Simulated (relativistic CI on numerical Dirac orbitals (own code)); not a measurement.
Input to a radial Dirac CI calculation:

```
atom N  Z=7  charge=5  electrons=2
nucleus A=14  rms_radius_fm=2.5582
hamiltonian dirac-coulomb  breit=on  qed=on  c_scale=1
orbitals kli  potential=per-configuration
slater_scale 0.85
correlation none
mixing on
configurations
  1s2
  1s 2p
  1p 2p
  1s 1p
end
```

**Question.** How did the run end?

**Answer.** The self-consistent field of one configuration failed: SCF of 1p 2p ended with code -1.
